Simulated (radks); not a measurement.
The numbers below are computed, except where a source is named.
Fractional charge and spin in the 4s shell of vanadium: the spin-up occupation runs from 0 to 1 and the spin-down occupation from 0 to 1; the fullest corner is V, [Ar] 3d(up 1.5, down 1.5) 4s(up 1, down 1). Level of theory: non-relativistic Kohn-Sham, PBEsol, spin-polarised, spherical densities, point nucleus (a radial shooting solver on a logarithmic mesh with Libxc functionals). Energy (eV) above the fullest corner. The planes named below are the two flat planes that join the four corners, with an edge along up + down = one added electron.

\begin{tabular}{lrrrrr}
down \ up & 0 & 0.25 & 0.5 & 0.75 & 1 \\ \hline
0 & 21.750 & 17.584 & 13.797 & 10.394 & 7.379 \\
0.25 & 17.584 & 13.885 & 10.555 & 7.599 & 5.022 \\
0.5 & 13.797 & 10.555 & 7.673 & 5.156 & 3.007 \\
0.75 & 10.394 & 7.599 & 5.156 & 3.067 & 1.333 \\
1 & 7.379 & 5.022 & 3.007 & 1.333 & 0.000 \\
\end{tabular}

Corners above the fullest one (they belong to V+ and the next ion): (up 1, down 0) 7.379 eV, (up 0, down 1) 7.379 eV, (up 0, down 0) 21.750 eV. With half an added electron in each spin the energy lies 0.294 eV from the planes, and with half an added electron in spin up alone -0.767 eV. The planes are only a guide here: the flat-plane condition holds for ground states with one frontier orbital, while other shells are open and held unpolarised.
